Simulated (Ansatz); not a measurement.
CH9B2NSi (`BB(N)C[SiH3]`), relaxed with RKS PBE0-D4/def2-TZVP in Ansatz from a PBE-D4/def2-SVP geometry. The force threshold is 0.005 eV/Å; the program also tests the step.

Charge 0, multiplicity 1.

Start:

```xyz
14

B    -0.402    0.651    1.776
B    -0.653   -0.412    0.479
N    -1.913   -0.953    0.158
C     0.600   -0.780   -0.437
Si    1.338    0.776   -1.227
H    -0.639    1.849    1.708
H     0.089    0.286    2.835
H    -2.054   -1.604   -0.618
H    -2.772   -0.753    0.670
H     0.354   -1.524   -1.227
H     1.412   -1.212    0.190
H     0.318    1.503   -2.064
H     1.800    1.714   -0.139
H     2.523    0.460   -2.104
```

```
         step  energy (eV)  largest force (eV/Å)  largest move (Å)
            1  -11897.5830                 0.520             0.000
            2  -11897.6289                 0.136             0.026
            3  -11897.6331                 0.029             0.019
            4  -11897.6336                 0.026             0.016
            5  -11897.6344                 0.049             0.044
            6  -11897.6357                 0.251             0.196
            7  -11897.6380                 0.113             0.031
            8  -11897.6385                 0.081             0.043
            9  -11897.6402                 0.035             0.060
10 (rejected)  -11897.6393                 0.273             0.191
           11  -11897.6423                 0.067             0.093
           13  -11897.6443                 0.094             0.035
15 (rejected)  -11897.6445                 0.120             0.033
           17  -11897.6471                 0.048             0.076
           19  -11897.6492                 0.052             0.016
           21  -11897.6495                 0.025             0.001
           23  -11897.6505                 0.065             0.102
           25  -11897.6515                 0.032             0.065
           27  -11897.6520                 0.037             0.007
           29  -11897.6524                 0.029             0.030
           31  -11897.6525                 0.006             0.004
           32  -11897.6525                 0.005             0.004
```

End:

```xyz
14

B    -0.388    0.334    2.112
B    -0.578   -0.323    0.584
N    -1.805   -0.552   -0.048
C     0.754   -0.677   -0.198
Si    1.134    0.653   -1.466
H    -0.134    1.494    2.286
H    -0.393   -0.346    3.103
H    -1.881   -0.936   -0.975
H    -2.696   -0.338    0.363
H     0.656   -1.626   -0.738
H     1.629   -0.765    0.454
H     0.082    0.671   -2.519
H     1.175    1.997   -0.829
H     2.446    0.414   -2.129
```

It took 89 s on 4 threads of an Arm Neoverse V2 on a shared host, with 0.6 GiB of host memory at the peak.
